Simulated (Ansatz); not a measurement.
A short molecular-dynamics run on `C[N]=[Mo](=[O])([OH])[Cl]`.

```yaml
crystal:
  periodic: [false, false, false]
  atoms:
    - {symbol: C, position_ang: [1.785587, 0.546378, -0.268788]}
    - {symbol: N, position_ang: [0.392634, 0.485600, -0.011064]}
    - {symbol: Mo, position_ang: [-1.119464, -0.322343, -0.093144]}
    - {symbol: O, position_ang: [-0.848314, -1.852049, -0.719190]}
    - {symbol: O, position_ang: [-1.766301, -0.389708, 1.676352]}
    - {symbol: Cl, position_ang: [-2.468731, 0.858551, -1.495895]}
    - {symbol: H, position_ang: [2.154872, -0.390172, -0.701504]}
    - {symbol: H, position_ang: [2.325753, 0.747997, 0.661632]}
    - {symbol: H, position_ang: [1.995397, 1.364831, -0.964983]}
    - {symbol: H, position_ang: [-2.368233, -1.100284, 1.919486]}
basis:
  gaussian: {orbitals: def2-SVP}
hamiltonian: {xc: {name: BLYP}, dispersion: d4}
md: {timestep: 0.5 fs, n_steps: 20, ensemble: nvt_langevin, temperature: 700, initial_velocities: maxwell_boltzmann, friction: 0.01, seed: 834}
```

```sh
$ ansatz run in.yaml --threads 8 --pin off --events-out ev --progress --plain --max-ram 18278MiB
```

```json
{"step": "0", "time (fs)": "0.0", "potential energy (eV)": "-21058.8041", "kinetic (eV)": "0.8143", "T (K)": "630", "conserved (eV)": "–"}
{"step": "1", "time (fs)": "0.5", "potential energy (eV)": "-21058.7749", "kinetic (eV)": "0.8078", "T (K)": "625", "conserved (eV)": "–"}
{"step": "2", "time (fs)": "1.0", "potential energy (eV)": "-21058.7223", "kinetic (eV)": "0.7888", "T (K)": "610", "conserved (eV)": "–"}
{"step": "3", "time (fs)": "1.5", "potential energy (eV)": "-21058.6636", "kinetic (eV)": "0.7025", "T (K)": "543", "conserved (eV)": "–"}
{"step": "4", "time (fs)": "2.0", "potential energy (eV)": "-21058.6270", "kinetic (eV)": "0.7206", "T (K)": "558", "conserved (eV)": "–"}
{"step": "5", "time (fs)": "2.5", "potential energy (eV)": "-21058.6287", "kinetic (eV)": "0.7417", "T (K)": "574", "conserved (eV)": "–"}
{"step": "6", "time (fs)": "3.0", "potential energy (eV)": "-21058.6654", "kinetic (eV)": "0.7321", "T (K)": "566", "conserved (eV)": "–"}
{"step": "7", "time (fs)": "3.5", "potential energy (eV)": "-21058.7222", "kinetic (eV)": "0.8176", "T (K)": "632", "conserved (eV)": "–"}
{"step": "8", "time (fs)": "4.0", "potential energy (eV)": "-21058.7770", "kinetic (eV)": "0.9249", "T (K)": "716", "conserved (eV)": "–"}
{"step": "9", "time (fs)": "4.5", "potential energy (eV)": "-21058.8078", "kinetic (eV)": "0.9278", "T (K)": "718", "conserved (eV)": "–"}
{"step": "10", "time (fs)": "5.0", "potential energy (eV)": "-21058.8057", "kinetic (eV)": "0.8914", "T (K)": "690", "conserved (eV)": "–"}
{"step": "11", "time (fs)": "5.5", "potential energy (eV)": "-21058.7723", "kinetic (eV)": "0.9187", "T (K)": "711", "conserved (eV)": "–"}
{"step": "12", "time (fs)": "6.0", "potential energy (eV)": "-21058.7102", "kinetic (eV)": "0.9320", "T (K)": "721", "conserved (eV)": "–"}
{"step": "13", "time (fs)": "6.5", "potential energy (eV)": "-21058.6325", "kinetic (eV)": "0.8377", "T (K)": "648", "conserved (eV)": "–"}
{"step": "14", "time (fs)": "7.0", "potential energy (eV)": "-21058.5567", "kinetic (eV)": "0.7646", "T (K)": "592", "conserved (eV)": "–"}
{"step": "15", "time (fs)": "7.5", "potential energy (eV)": "-21058.4994", "kinetic (eV)": "0.7253", "T (K)": "561", "conserved (eV)": "–"}
{"step": "16", "time (fs)": "8.0", "potential energy (eV)": "-21058.4688", "kinetic (eV)": "0.7063", "T (K)": "546", "conserved (eV)": "–"}
{"step": "17", "time (fs)": "8.5", "potential energy (eV)": "-21058.4654", "kinetic (eV)": "0.7350", "T (K)": "569", "conserved (eV)": "–"}
{"step": "18", "time (fs)": "9.0", "potential energy (eV)": "-21058.4866", "kinetic (eV)": "0.7539", "T (K)": "583", "conserved (eV)": "–"}
{"step": "19", "time (fs)": "9.5", "potential energy (eV)": "-21058.5242", "kinetic (eV)": "0.7825", "T (K)": "605", "conserved (eV)": "–"}
{"step": "20", "time (fs)": "10.0", "potential energy (eV)": "-21058.5664", "kinetic (eV)": "0.8583", "T (K)": "664", "conserved (eV)": "–"}
```

Velocities are drawn at the set temperature; a run this short doesn't reach equilibrium.

Frames (Å, forces in eV/Å):

```xyz
10
time=0.0 fs
C     1.786    0.546   -0.269   -0.119    0.026    0.033
N     0.393    0.486   -0.011    0.886    0.725    0.193
Mo   -1.119   -0.322   -0.093   -1.170    0.676    0.328
O    -0.848   -1.852   -0.719    0.336   -1.799   -0.732
O    -1.766   -0.390    1.676    0.249    0.552    0.549
Cl   -2.469    0.859   -1.496   -0.451    0.380   -0.461
H     2.155   -0.390   -0.702    0.261   -0.484   -0.237
H     2.326    0.748    0.662    0.355    0.104    0.459
H     1.995    1.365   -0.965    0.185    0.418   -0.366
H    -2.368   -1.100    1.919   -0.532   -0.598    0.234
10
time=0.5 fs
C     1.789    0.543   -0.274   -0.668   -0.392    0.109
N     0.395    0.487   -0.008    0.671    0.614    0.121
Mo   -1.122   -0.322   -0.094   -0.895    0.701    0.426
O    -0.842   -1.853   -0.715    0.305   -1.753   -0.729
O    -1.766   -0.391    1.678   -0.025    0.226    0.622
Cl   -2.468    0.861   -1.495   -0.473    0.391   -0.488
H     2.158   -0.386   -0.705    0.306   -0.716   -0.350
H     2.317    0.738    0.642    0.714    0.214    1.048
H     1.996    1.350   -0.951    0.313    0.980   -0.867
H    -2.364   -1.114    1.928   -0.247   -0.264    0.106
10
time=1.0 fs
C     1.792    0.539   -0.280   -1.162   -0.844    0.125
N     0.397    0.488   -0.006    0.453    0.502    0.049
Mo   -1.124   -0.322   -0.095   -0.612    0.691    0.521
O    -0.835   -1.855   -0.712    0.266   -1.672   -0.712
O    -1.765   -0.392    1.680   -0.317   -0.140    0.704
Cl   -2.468    0.863   -1.494   -0.496    0.401   -0.514
H     2.161   -0.384   -0.710    0.323   -0.865   -0.427
H     2.309    0.730    0.624    1.056    0.309    1.624
H     1.997    1.339   -0.938    0.429    1.505   -1.331
H    -2.360   -1.129    1.938    0.059    0.112   -0.040
10
time=1.5 fs
C     1.794    0.535   -0.286   -1.537   -1.206    0.141
N     0.400    0.490   -0.003    0.218    0.390   -0.020
Mo   -1.126   -0.322   -0.097   -0.324    0.667    0.623
O    -0.829   -1.856   -0.708    0.225   -1.581   -0.693
O    -1.765   -0.393    1.682   -0.557   -0.460    0.766
Cl   -2.467    0.865   -1.492   -0.521    0.414   -0.543
H     2.164   -0.384   -0.716    0.330   -0.964   -0.477
H     2.303    0.724    0.609    1.330    0.372    2.069
H     1.997    1.331   -0.929    0.522    1.924   -1.694
H    -2.356   -1.144    1.948    0.315    0.443   -0.171
10
time=2.0 fs
C     1.796    0.531   -0.291   -1.723   -1.371    0.179
N     0.402    0.491   -0.001   -0.015    0.278   -0.084
Mo   -1.129   -0.322   -0.098   -0.036    0.614    0.724
O    -0.822   -1.858   -0.705    0.177   -1.463   -0.664
O    -1.765   -0.394    1.684   -0.699   -0.676    0.780
Cl   -2.467    0.866   -1.491   -0.545    0.428   -0.572
H     2.167   -0.385   -0.724    0.323   -1.011   -0.499
H     2.301    0.720    0.599    1.476    0.389    2.283
H     1.998    1.328   -0.924    0.568    2.143   -1.885
H    -2.349   -1.157    1.955    0.474    0.669   -0.262
10
time=2.5 fs
C     1.798    0.527   -0.297   -1.729   -1.236    0.147
N     0.404    0.492    0.001   -0.210    0.165   -0.145
Mo   -1.132   -0.322   -0.099    0.240    0.513    0.821
O    -0.815   -1.861   -0.701    0.121   -1.303   -0.621
O    -1.766   -0.395    1.687   -0.774   -0.820    0.753
Cl   -2.467    0.868   -1.490   -0.569    0.441   -0.601
H     2.171   -0.386   -0.733    0.297   -1.014   -0.495
H     2.301    0.718    0.594    1.507    0.370    2.288
H     1.998    1.330   -0.925    0.545    2.059   -1.822
H    -2.342   -1.170    1.962    0.572    0.825   -0.324
10
time=3.0 fs
C     1.799    0.523   -0.301   -1.551   -0.843    0.059
N     0.406    0.494    0.003   -0.363    0.060   -0.204
Mo   -1.134   -0.322   -0.100    0.490    0.396    0.919
O    -0.808   -1.865   -0.696    0.064   -1.136   -0.577
O    -1.767   -0.397    1.690   -0.797   -0.899    0.695
Cl   -2.467    0.870   -1.488   -0.591    0.453   -0.628
H     2.177   -0.388   -0.744    0.245   -0.964   -0.456
H     2.304    0.716    0.594    1.426    0.317    2.088
H     2.000    1.338   -0.932    0.459    1.701   -1.535
H    -2.334   -1.180    1.968    0.619    0.916   -0.362
10
time=3.5 fs
C     1.800    0.518   -0.306   -1.198   -0.331   -0.041
N     0.408    0.496    0.004   -0.478   -0.036   -0.258
Mo   -1.137   -0.322   -0.101    0.719    0.269    1.003
O    -0.801   -1.868   -0.691    0.004   -0.965   -0.531
O    -1.768   -0.399    1.693   -0.758   -0.892    0.610
Cl   -2.467    0.872   -1.487   -0.609    0.461   -0.650
H     2.184   -0.392   -0.758    0.151   -0.829   -0.365
H     2.311    0.716    0.596    1.239    0.229    1.708
H     2.003    1.348   -0.944    0.328    1.175   -1.109
H    -2.325   -1.188    1.973    0.603    0.920   -0.366
10
time=4.0 fs
C     1.800    0.514   -0.310   -0.723    0.206   -0.119
N     0.410    0.498    0.005   -0.565   -0.126   -0.311
Mo   -1.139   -0.321   -0.102    0.941    0.114    1.076
O    -0.794   -1.872   -0.687   -0.061   -0.770   -0.479
O    -1.769   -0.401    1.696   -0.673   -0.816    0.502
Cl   -2.467    0.874   -1.485   -0.625    0.468   -0.672
H     2.192   -0.397   -0.774    0.020   -0.611   -0.224
H     2.321    0.717    0.602    0.969    0.112    1.192
H     2.007    1.362   -0.960    0.178    0.568   -0.619
H    -2.315   -1.195    1.978    0.539    0.856   -0.346
10
time=4.5 fs
C     1.799    0.509   -0.315   -0.201    0.727   -0.106
N     0.411    0.499    0.006   -0.634   -0.209   -0.370
Mo   -1.142   -0.321   -0.103    1.150   -0.044    1.154
O    -0.787   -1.875   -0.681   -0.128   -0.576   -0.429
O    -1.770   -0.403    1.699   -0.538   -0.663    0.362
Cl   -2.467    0.876   -1.483   -0.641    0.474   -0.692
H     2.201   -0.402   -0.790   -0.118   -0.382   -0.068
H     2.332    0.720    0.611    0.651   -0.025    0.592
H     2.012    1.377   -0.978    0.030   -0.017   -0.144
H    -2.304   -1.199    1.983    0.428    0.715   -0.299
10
time=5.0 fs
C     1.799    0.505   -0.320    0.294    1.165   -0.005
N     0.413    0.500    0.008   -0.692   -0.283   -0.432
Mo   -1.144   -0.321   -0.103    1.343   -0.190    1.241
O    -0.781   -1.879   -0.676   -0.191   -0.397   -0.386
O    -1.772   -0.405    1.703   -0.348   -0.418    0.185
Cl   -2.467    0.878   -1.482   -0.653    0.479   -0.710
H     2.209   -0.407   -0.807   -0.245   -0.180    0.083
H     2.345    0.722    0.622    0.326   -0.166   -0.009
H     2.017    1.390   -0.996   -0.097   -0.492    0.250
H    -2.291   -1.201    1.988    0.263    0.482   -0.218
10
time=5.5 fs
C     1.798    0.501   -0.325    0.755    1.471    0.139
N     0.414    0.502    0.009   -0.738   -0.351   -0.488
Mo   -1.146   -0.321   -0.104    1.518   -0.336    1.336
O    -0.774   -1.883   -0.671   -0.253   -0.221   -0.347
O    -1.773   -0.408    1.706   -0.105   -0.083   -0.033
Cl   -2.467    0.881   -1.480   -0.663    0.482   -0.725
H     2.216   -0.412   -0.825   -0.376    0.034    0.241
H     2.359    0.725    0.634    0.007   -0.299   -0.580
H     2.020    1.403   -1.012   -0.190   -0.856    0.559
H    -2.278   -1.202    1.993    0.046    0.158   -0.103
10
time=6.0 fs
C     1.798    0.498   -0.330    1.153    1.659    0.251
N     0.416    0.502    0.010   -0.785   -0.419   -0.537
Mo   -1.148   -0.321   -0.105    1.695   -0.487    1.434
O    -0.768   -1.887   -0.666   -0.318   -0.044   -0.310
O    -1.775   -0.411    1.709    0.161    0.313   -0.272
Cl   -2.467    0.883   -1.478   -0.674    0.486   -0.742
H     2.225   -0.418   -0.842   -0.514    0.263    0.404
H     2.374    0.727    0.646   -0.274   -0.407   -1.062
H     2.021    1.414   -1.027   -0.251   -1.140    0.799
H    -2.263   -1.202    1.998   -0.194   -0.224    0.036
10
time=6.5 fs
C     1.798    0.495   -0.336    1.440    1.785    0.324
N     0.417    0.503    0.012   -0.829   -0.482   -0.581
Mo   -1.150   -0.321   -0.106    1.876   -0.644    1.526
O    -0.762   -1.891   -0.660   -0.384    0.136   -0.275
O    -1.776   -0.415    1.712    0.414    0.718   -0.509
Cl   -2.467    0.886   -1.477   -0.685    0.491   -0.759
H     2.231   -0.424   -0.859   -0.627    0.451    0.543
H     2.389    0.728    0.654   -0.495   -0.491   -1.424
H     2.020    1.422   -1.040   -0.288   -1.349    0.977
H    -2.248   -1.203    2.004   -0.423   -0.613    0.179
10
time=7.0 fs
C     1.799    0.493   -0.341    1.615    1.874    0.379
N     0.419    0.503    0.012   -0.876   -0.536   -0.617
Mo   -1.153   -0.321   -0.107    2.051   -0.805    1.619
O    -0.756   -1.896   -0.655   -0.452    0.318   -0.239
O    -1.777   -0.418    1.715    0.613    1.053   -0.725
Cl   -2.467    0.888   -1.475   -0.694    0.494   -0.773
H     2.235   -0.428   -0.873   -0.697    0.566    0.642
H     2.402    0.729    0.659   -0.660   -0.549   -1.685
H     2.018    1.427   -1.052   -0.303   -1.482    1.102
H    -2.234   -1.205    2.010   -0.597   -0.933    0.296
10
time=7.5 fs
C     1.800    0.491   -0.346    1.692    1.909    0.417
N     0.420    0.504    0.013   -0.921   -0.583   -0.647
Mo   -1.154   -0.322   -0.108    2.215   -0.960    1.724
O    -0.749   -1.900   -0.650   -0.517    0.490   -0.208
O    -1.779   -0.422    1.719    0.701    1.210   -0.877
Cl   -2.468    0.890   -1.474   -0.703    0.498   -0.789
H     2.236   -0.430   -0.886   -0.737    0.635    0.710
H     2.415    0.729    0.660   -0.775   -0.582   -1.844
H     2.014    1.430   -1.062   -0.298   -1.545    1.170
H    -2.221   -1.211    2.018   -0.656   -1.072    0.344
10
time=8.0 fs
C     1.801    0.490   -0.351    1.693    1.892    0.440
N     0.421    0.504    0.014   -0.956   -0.619   -0.672
Mo   -1.156   -0.322   -0.109    2.370   -1.095    1.843
O    -0.743   -1.904   -0.645   -0.575    0.634   -0.189
O    -1.780   -0.425    1.722    0.683    1.190   -0.956
Cl   -2.468    0.893   -1.472   -0.717    0.505   -0.808
H     2.234   -0.432   -0.897   -0.755    0.670    0.748
H     2.426    0.727    0.654   -0.848   -0.598   -1.904
H     2.011    1.429   -1.068   -0.283   -1.544    1.177
H    -2.210   -1.221    2.026   -0.612   -1.033    0.322
10
time=8.5 fs
C     1.802    0.489   -0.356    1.626    1.838    0.465
N     0.422    0.504    0.015   -0.989   -0.647   -0.686
Mo   -1.158   -0.322   -0.110    2.517   -1.212    1.966
O    -0.737   -1.907   -0.640   -0.628    0.752   -0.179
O    -1.781   -0.429    1.726    0.612    1.070   -0.990
Cl   -2.468    0.895   -1.470   -0.733    0.514   -0.830
H     2.230   -0.432   -0.905   -0.744    0.648    0.751
H     2.437    0.726    0.644   -0.890   -0.602   -1.882
H     2.006    1.423   -1.072   -0.256   -1.469    1.125
H    -2.199   -1.233    2.035   -0.515   -0.893    0.258
10
time=9.0 fs
C     1.804    0.488   -0.360    1.482    1.737    0.470
N     0.422    0.505    0.016   -1.020   -0.672   -0.690
Mo   -1.160   -0.322   -0.112    2.654   -1.317    2.087
O    -0.732   -1.910   -0.634   -0.678    0.856   -0.175
O    -1.782   -0.432    1.729    0.509    0.879   -0.987
Cl   -2.469    0.897   -1.468   -0.749    0.522   -0.850
H     2.226   -0.431   -0.912   -0.713    0.571    0.723
H     2.446    0.723    0.627   -0.882   -0.579   -1.767
H     2.000    1.413   -1.074   -0.214   -1.317    1.025
H    -2.190   -1.246    2.045   -0.389   -0.681    0.164
10
time=9.5 fs
C     1.806    0.487   -0.364    1.255    1.586    0.463
N     0.422    0.505    0.017   -1.061   -0.692   -0.689
Mo   -1.162   -0.323   -0.113    2.788   -1.398    2.199
O    -0.726   -1.913   -0.628   -0.724    0.939   -0.178
O    -1.783   -0.436    1.732    0.378    0.619   -0.943
Cl   -2.469    0.899   -1.467   -0.764    0.529   -0.870
H     2.220   -0.427   -0.916   -0.661    0.432    0.659
H     2.451    0.719    0.606   -0.812   -0.527   -1.559
H     1.993    1.398   -1.076   -0.160   -1.086    0.874
H    -2.181   -1.259    2.053   -0.239   -0.402    0.044
10
time=10.0 fs
C     1.808    0.487   -0.368    0.930    1.378    0.448
N     0.422    0.505    0.017   -1.111   -0.703   -0.683
Mo   -1.164   -0.323   -0.114    2.921   -1.464    2.306
O    -0.720   -1.916   -0.622   -0.767    1.007   -0.186
O    -1.784   -0.438    1.735    0.246    0.344   -0.885
Cl   -2.469    0.902   -1.465   -0.779    0.535   -0.889
H     2.211   -0.421   -0.918   -0.578    0.225    0.556
H     2.454    0.712    0.581   -0.669   -0.450   -1.241
H     1.987    1.380   -1.076   -0.101   -0.764    0.655
H    -2.173   -1.272    2.062   -0.092   -0.109   -0.083
```

Hardware: 8 threads of an Arm Neoverse V1 on a shared host. Wall time 23 s, peak host memory 0.2 GiB.
